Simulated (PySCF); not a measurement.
Job for PySCF: R-HF/3-21G on BrH2NSi (SMILES N[Si]Br), a point of a torsion scan.

```python
from pyscf import gto, scf, dft, mp
from pyscf.data.elements import chemcore

mol = gto.M(
    atom='''
    N    -0.70722948   -0.05800607   -0.03833776
    Si    0.78958820   -0.71634936   -0.52002861
    Br    0.41827058   -2.84582457    0.25666435
    H    -0.95309033    0.90297864   -0.20366833
    H    -1.44520263   -0.56027375    0.43622029
    ''',
    basis='3-21g',
    charge=0, spin=0, verbose=3, max_memory=1800)
mf = scf.RHF(mol)
mf.conv_tol = 1e-8
mf.max_cycle = 100
mf.kernel()
if not mf.converged:
    mf = mf.newton().run(mf.mo_coeff, mf.mo_occ)
```

It printed:

```
converged SCF energy = -2902.81380734544
```

Self-consistency was reached.

Cost: about 0.5 core-seconds (a rough figure).
